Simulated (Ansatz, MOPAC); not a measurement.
System: CF, charge 0, multiplicity 2. SMILES: [C]F
Geometry from a B3LYP-D3(BJ)/def2-TZVP (Ansatz, a first-principles code) optimisation:
```
C
F 1 1.2755
```
Charge 0, spin multiplicity 2.

Wanted: vertical electron affinity to the triplet, in eV. Conventions: six Cartesian d functions in 6-31G* and its kin unless marked 5d; non-relativistic; valence correlation only; each state is the SCF solution reached for its charge and spin; open shells spin-unrestricted; spin-orbit terms left out. CBS marks a two-point X^-3 extrapolation of the correlation energy; Hartree-Fock from the larger set. First-principles rows: single points at B3LYP-D3(BJ) geometries (Ansatz). Semi-empirical rows: differences of heats of formation at the shared geometry for vertical values. Sets without +, aug- or the D of def2-TZVPD hold no diffuse functions, which anions need.

```csv
species,coefficient,"E at B3LYP/6-31G* (Ansatz), Eh","E at wB97X-V/def2-TZVPD (Ansatz), Eh","heat of formation at PM6 (MOPAC), kcal/mol"
"charge -1, triplet",-1,-137.73246,-137.79340,46.89
"charge 0, doublet",+1,-137.77685,-137.79644,48.28
```

Coupled cluster (Ansatz) is a level with limits of its own, used here on species with T1 under 0.025 (0.045 for open shells) and stable references: CCSD(T)/CBS(aug-cc-pVTZ,aug-cc-pVQZ). Value to compare with, CCSD(T)/CBS(aug-cc-pVTZ,aug-cc-pVQZ) (Ansatz): 0.11 eV. 1 Eh = 27.2114 eV and 1 eV = 23.0605 kcal/mol.

**Question.** Work the quantity out at each level, and compare with CCSD(T)/CBS(aug-cc-pVTZ,aug-cc-pVQZ) (Ansatz).

**Answer.** 
- B3LYP/6-31G*: the sum of coefficient times E is -0.04439 Eh, or -1.208 eV. Result: -1.21 eV. Its difference against CCSD(T)/CBS(aug-cc-pVTZ,aug-cc-pVQZ) (Ansatz) is -1.32 eV.
- wB97X-V/def2-TZVPD: the sum of coefficient times E is -0.00304 Eh, or -0.083 eV. Result: -0.08 eV. Its difference against CCSD(T)/CBS(aug-cc-pVTZ,aug-cc-pVQZ) (Ansatz) is -0.19 eV.
- PM6: the sum of coefficient times heat of formation is 1.39 kcal/mol, or 0.06 eV. Its difference against CCSD(T)/CBS(aug-cc-pVTZ,aug-cc-pVQZ) (Ansatz) is -0.05 eV.
